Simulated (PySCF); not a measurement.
# Reading the logs of faulty runs: AlCGeH7N cation

These are calculations, not measurements. The program is PySCF 2.14.0, an open-source quantum chemistry code, run on an isolated molecule that a program drew, which may never have been made. The molecule is AlCGeH7N cation (charge +1, singlet), drawn as the SMILES string `[CH3][AlH][NH][GeH2+]`.

Each row is a Hartree-Fock (HF) and frozen-core CCSD(T) single point in the cc-pV(D+d)Z basis, meant for a local HF minimum. Run 1 is clean. Each other run has one planted mistake out of seven kinds, and not every kind appears here: one electron removed, one electron added, multiplicity raised by two, geometry at a saddle point, minimal basis STO-3G, one bond length entered in bohr, all coordinates scaled. The reference is restricted for singlets and unrestricted otherwise, and also for a bond in bohr. Adding or removing an electron swaps singlet and doublet. Electrons count all cores. HOMO and LUMO are orbital energies over both spins, the gradient is its largest component, and the lowest frequency (negative if imaginary) is given only where the gradient is small. Bond lengths are over the 10 bonds as drawn. T1 is the CCSD diagnostic: over 0.02 (restricted) or 0.045 (unrestricted) a single reference is doubtful. Germanium has the cc-pVDZ-PP basis, with a core potential (ECP10MDF) in place of its 10 inner electrons, and its 3s, 3p and 3d shells are frozen in CCSD(T).

Geometry of the clean run:
```xyz
11
AlCGeH7N cation, angstrom
C    -2.6519   -0.7819    1.3279
Al   -1.8845   -1.2257   -0.4012
N    -0.2891   -0.3124   -0.8252
Ge    0.6356    0.8665    0.0401
H    -3.5723   -1.3493    1.4919
H    -1.9761   -1.0197    2.1572
H    -2.9105    0.2799    1.4100
H    -2.3005   -2.1936   -1.5518
H     0.1085   -0.5466   -1.7254
H     1.8955    1.4322   -0.5676
H     0.1468    1.3014    1.3974
```

| run | electrons | basis functions | <S^2> | HOMO (eV) | LUMO (eV) | gradient (hartree/bohr) | lowest frequency (cm^-1) | mean bond (Å) | longest bond (Å) | T1 | HF (hartree) | CCSD(T) (hartree) | mistake |
|---|---|---|---|---|---|---|---|---|---|---|---|---|---|
| 1 | 64 | 109 | 0.000 | -15.30 | -4.41 | 4.3e-05 | 31 | 1.4432 | 1.943 | 0.0163 | -631.48460 | -632.01111 | no fault |
| 2 | 64 | 109 | 0.000 | -15.51 | -4.35 | 3.1e-02 | - | 1.3956 | 1.879 | 0.0145 | -631.47257 | -631.99191 | all coordinates scaled |
| 3 | 64 | 109 | 0.894 | -15.34 | -5.29 | 1.1e-02 | - | 1.5775 | 2.851 | 0.0322 | -631.38247 | -631.89351 | ? |
| 4 | 63 | 109 | 0.782 | -21.56 | -12.39 | 1.0e-01 | - | 1.4432 | 1.943 | 0.0270 | -630.97706 | -631.47191 | ? |

**Which mistake was planted in run 3, and what did it cost?**

The mean bond changes by a factor of 1.093 and the longest by 1.467, so the molecule wasn't scaled as a whole. A length L in bohr read as angstrom grows by (1/0.5292 - 1) L = 0.890 L. The 10 bonds together grew by 10 x 0.1343 = 1.343 Å, which gives L = 1.509 Å. That is the length of one of the Ge-H bonds, 1.509 Å in the clean geometry. So the mistake is: one bond length entered in bohr. Subtracting run 1 and multiplying by 627.51 kcal/mol a hartree, the energy moved by 64.1 kcal/mol in HF and 73.8 kcal/mol in CCSD(T).

**Which mistake was planted in run 4, and what did it cost?**

It counts 63 electrons, one fewer than the clean run, at the same geometry and basis. So the mistake is: one electron removed. Subtracting run 1 and multiplying by 627.51 kcal/mol a hartree, the energy moved by 318.5 kcal/mol in HF and 338.4 kcal/mol in CCSD(T).

